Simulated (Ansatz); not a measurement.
Gas-phase electronic energies from Ansatz, PBE0-D4/def2-TZVP geometries. CCSD(T)/CBS adds triple-zeta CCSD(T) − MP2 to the extrapolated MP2 energy (def2 sets, frozen cores). Functionals use def2-TZVPP. B3LYP here is the variant with VWN-RPA as its local correlation; programs differ in this. For Ge outer-core shells are correlated without core-valence functions, which leaves a few kJ/mol of doubt a bond. Scalar relativity is left out up to krypton. One conformer a species, not always the lowest.

`[SiH3][SiH2][N]1[CH2][AlH]1` + `N[BH][GeH3]` → `[SiH3][N]1[CH2][AlH]1` + `N[B]([SiH3])[GeH3]`  (redistribution)

```csv
level,ΔE (kcal/mol)
PBE,3.5
r2SCAN,3.1
B3LYP,3.0
HF/def2-TZVPP,2.8
CCSD(T)/def2-TZVPP,2.4
HF/def2-QZVPP,2.8
SCS-MP2/def2-QZVPP,2.1
MP2/CBS(def2),2.3
```

Task: What does CCSD(T)/CBS give? (Estimate.)

Result: Computed: +2.6 kcal/mol. The listed levels differ from it by 0.9, 0.5, 0.4, 0.2, -0.2, 0.2, -0.5, -0.3 kcal/mol.

Largest T1 diagnostic among the species: 0.014.
